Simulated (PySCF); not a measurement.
**Magnetisability: `[H]/N=C/CSCCC`, C5H11NS**

Geometry (Å), atoms numbered from 1 in this order:
```xyz
18

C    -2.5566    0.5376    0.2283
C    -1.5233   -0.5484   -0.0459
C    -0.5455   -0.1031   -1.1211
S     0.7265   -1.3575   -1.4696
C     1.9057   -0.9845   -0.1119
C     2.5490    0.3018   -0.4686
N     2.1072    1.3726    0.0211
H    -3.2475    0.2165    1.0037
H    -2.0659    1.4503    0.5589
H    -3.1264    0.7598   -0.6713
H    -2.0203   -1.4659   -0.3684
H    -0.9788   -0.7675    0.8750
H    -1.0588    0.0623   -2.0681
H    -0.0203    0.8085   -0.8279
H     1.3474   -0.9176    0.8191
H     2.6085   -1.8138   -0.0941
H     3.3414    0.2287   -1.2246
H     2.5489    2.2267   -0.3112
```

Theory: GIAO B97-2/pcSseg-1 magnetisability, rotational g tensor and spin-rotation constants, non-relativistic, gas phase (PySCF). Geometry: GFN2-xTB.

Q: What are the magnetisability and the molar susceptibility?

A: Isotropic -1354 × 10⁻³⁰ J/T², or -81.5 × 10⁻⁶ cm³/mol; principal values -1453, -1365, -1244 × 10⁻³⁰ J/T², anisotropy 181 × 10⁻³⁰ J/T² (root of half the summed squared differences of the principal values). The susceptibility is in cgs units.

Q: Split it along the inertial axes a, b, c into diamagnetic and paramagnetic parts about the centre of mass, with the quadrupole moment.

A: 
```csv
axis,χ (10⁻⁶ cm³/mol),diamagnetic (10⁻⁶ cm³/mol),paramagnetic (10⁻⁶ cm³/mol),summed x² of all electrons (Å²),quadrupole Θ (D Å)
a,-83.4,-506.8,423.4,215.6,+8.19
b,-78.2,-1049.8,971.6,87.6,-8.34
c,-83.0,-1286.1,1203.1,31.9,+0.16
```
Anisotropies 2χaa − χbb − χcc = -5.6 and 2χbb − χaa − χcc = +10.0 × 10⁻⁶ cm³/mol. Θ is traceless in Buckingham's convention.

Q: And the rotational g tensor?

A: 
```csv
axis,rotational constant (GHz),g,nuclear part,electronic part
a,3.0093,-0.0161,0.5825,-0.5986
b,1.3263,-0.0043,0.6011,-0.6054
c,1.0354,-0.0034,0.5818,-0.5852
```
Asymmetric top; isotopes 12C, 1H, 14N, 32S; no vibrational averaging.
